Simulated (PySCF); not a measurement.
Isomerisation enthalpies of C6H14O

**Experimental background.**

From CRC Handbook of Chemistry and Physics, for the gas at 298.15 K: enthalpy of formation of `CC(C)OC(C)C` (diisopropyl ether) -319.2 kJ/mol; enthalpy of formation of `CCCCCCO` (Me(CH2)5OH) -315.9 kJ/mol; enthalpy of formation of `CCOC(C)(C)C` -313.9 kJ/mol; enthalpy of formation of `CCCOCCC` (n-Pr2O) -293 kJ/mol.

The results are set against them at the end.

Differences of these values give the isomerisation enthalpies. Geometries: GFN2-xTB; runs in PySCF, gas phase, with a dispersion term only where the level names one. Total electronic energies (Eh):

```
     SMILES  PBE0/pcSseg-1
CC(C)OC(C)C     -311.87842
    CCCCCCO     -311.87773
CCOC(C)(C)C     -311.87613
    CCCOCCC     -311.86903
```

Geometry of `CC(C)OC(C)C` (Å):
```
atom  x, y, z in Å
C1     1.7891    0.9332    0.9394
C2     1.1065   -0.3232    0.3900
C3     2.1159   -1.2267   -0.3125
O4     0.1130    0.0112   -0.5645
C5    -1.1739    0.3211   -0.0574
C6    -1.8420    1.2480   -1.0690
C7    -2.0062   -0.9477    0.1519
H8     1.0702    1.5731    1.4464
H9     2.5674    0.6582    1.6460
H10    2.2330    1.4940    0.1208
H11    0.6501   -0.8763    1.2261
H12    1.6153   -2.1097   -0.7001
H13    2.8959   -1.5320    0.3794
H14    2.5646   -0.6928   -1.1454
H15   -1.0788    0.8483    0.9050
H16   -2.8303    1.5363   -0.7220
H17   -1.9319    0.7393   -2.0246
H18   -1.2375    2.1396   -1.2099
H19   -1.5340   -1.6049    0.8788
H20   -2.0966   -1.4833   -0.7897
H21   -2.9987   -0.6888    0.5111
```

Geometry of `CCCCCCO` (Å):
```
atom  x, y, z in Å
C1    -3.3991    0.0346    0.2023
C2    -2.0585    0.6586   -0.1649
C3    -0.8886   -0.2452    0.2164
C4     0.4609    0.3719   -0.1435
C5     1.6221   -0.5399    0.2419
C6     2.9769    0.0758   -0.1082
O7     4.0588   -0.7644    0.2196
H8    -3.4553   -0.1473    1.2735
H9    -4.2175    0.6940   -0.0772
H10   -3.5321   -0.9147   -0.3120
H11   -2.0306    0.8505   -1.2397
H12   -1.9542    1.6188    0.3453
H13   -0.9936   -1.2041   -0.2960
H14   -0.9204   -0.4399    1.2911
H15    0.4959    0.5669   -1.2174
H16    0.5694    1.3307    0.3692
H17    1.5277   -1.4973   -0.2744
H18    1.5872   -0.7371    1.3180
H19    3.0524    0.2368   -1.1860
H20    3.0830    1.0491    0.3947
H21    4.0067   -0.9809    1.1574
```

Geometry of `CCOC(C)(C)C` (Å):
```
atom  x, y, z in Å
C1     2.9035   -0.1864    0.2414
C2     1.4915   -0.5302   -0.2112
O3     0.6054    0.3389    0.4583
C4    -0.7911    0.2130    0.1987
C5    -1.4238    1.2954    1.0796
C6    -1.1290    0.4870   -1.2737
C7    -1.3294   -1.1653    0.6073
H8     2.9874   -0.3111    1.3171
H9     3.6213   -0.8360   -0.2520
H10    3.1287    0.8477   -0.0029
H11    1.4142   -0.4057   -1.3007
H12    1.2715   -1.5792    0.0335
H13   -1.0299    2.2683    0.7998
H14   -1.1730    1.1126    2.1205
H15   -2.5038    1.2994    0.9662
H16   -0.7816   -0.3191   -1.9163
H17   -2.2060    0.5738   -1.3899
H18   -0.6649    1.4170   -1.5939
H19   -0.9775   -1.9420   -0.0678
H20   -1.0071   -1.4048    1.6178
H21   -2.4154   -1.1563    0.5781
```

Geometry of `CCCOCCC` (Å):
```
atom  x, y, z in Å
C1    -3.4276    0.6568    0.0450
C2    -2.4077   -0.4721   -0.0164
C3    -0.9821    0.0436    0.1538
O4    -0.0972   -1.0516    0.0549
C5     1.2067   -0.8100    0.5257
C6     2.0293    0.1462   -0.3437
C7     3.4790    0.1963    0.1196
H8    -3.2506    1.3771   -0.7507
H9    -3.3666    1.1778    0.9982
H10   -4.4346    0.2630   -0.0662
H11   -2.6086   -1.2037    0.7676
H12   -2.4726   -0.9880   -0.9751
H13   -0.8703    0.5301    1.1358
H14   -0.7629    0.7918   -0.6229
H15    1.1693   -0.4278    1.5588
H16    1.6841   -1.7938    0.5364
H17    1.5998    1.1490   -0.2963
H18    1.9780   -0.1954   -1.3793
H19    3.5393    0.5457    1.1481
H20    3.9315   -0.7911    0.0670
H21    4.0549    0.8731   -0.5063
```

Zero-point and thermal terms are left out, so the computed numbers are electronic energies.

**Comparison with experiment**

Relative to `CC(C)OC(C)C`, the lowest by measurement, in kJ/mol (measured: enthalpies at 298.15 K; computed: electronic energies):

```json
{"SMILES": "CC(C)OC(C)C", "measured": "0.0", "PBE0/pcSseg-1": "0.0"}
{"SMILES": "CCCCCCO", "measured": "3.3", "PBE0/pcSseg-1": "1.8"}
{"SMILES": "CCOC(C)(C)C", "measured": "5.3", "PBE0/pcSseg-1": "6.0"}
{"SMILES": "CCCOCCC", "measured": "26.2", "PBE0/pcSseg-1": "24.7"}
```

Measured values: -319.2 kJ/mol (298.15 K; CRC Handbook of Chemistry and Physics) for the first row; the others come from the same table. Mean unsigned miss over the other isomers: PBE0/pcSseg-1 1.2 kJ/mol. One conformer stands for `CC(C)OC(C)C`, `CCCCCCO`, `CCOC(C)(C)C` and `CCCOCCC`, not necessarily the lowest, while the measurement averages over conformers. Where a level misses, the cause wasn't examined.
